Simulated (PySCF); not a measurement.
C3H3N, SMILES C=CC#N. Atoms are numbered in the order given.

```xyz
7

C     -0.3584    -1.6119     0.0000
C      0.5044    -0.5856     0.0000
C      0.0919     0.7861     0.0000
N     -0.2255     1.9030     0.0000
H     -1.4394    -1.4519     0.0000
H      0.0045    -2.6422     0.0000
H      1.5857    -0.7581     0.0000
```
Charge 0, spin multiplicity 1.

Geometry: B3LYP-D3(BJ)/def2-SVP.

Computed with PBE/pcSseg-2 (PySCF).

GIAO shieldings, no solvent; atoms listed in one row are averaged. δ = σ(ref) − σ: ¹³C against TMS (σ = 181.4 ppm); ¹⁵N against NH3 (σ = 262.8 ppm); ¹H against TMS (σ = 31.47 ppm), references at their B3LYP-D3(BJ)/def2-TZVP geometries, non-relativistic.

Computed chemical shifts:
| nucleus | atoms | count | δ (ppm) |
|---|---|---|---|
| ¹³C | C1 | 1 | 149.2 |
| ¹³C | C3 | 1 | 126.0 |
| ¹³C | C2 | 1 | 120.6 |
| ¹⁵N | N4 | 1 | 322.7 |
| ¹H | H5 | 1 | 6.65 |
| ¹H | H6 | 1 | 6.45 |
| ¹H | H7 | 1 | 6.11 |
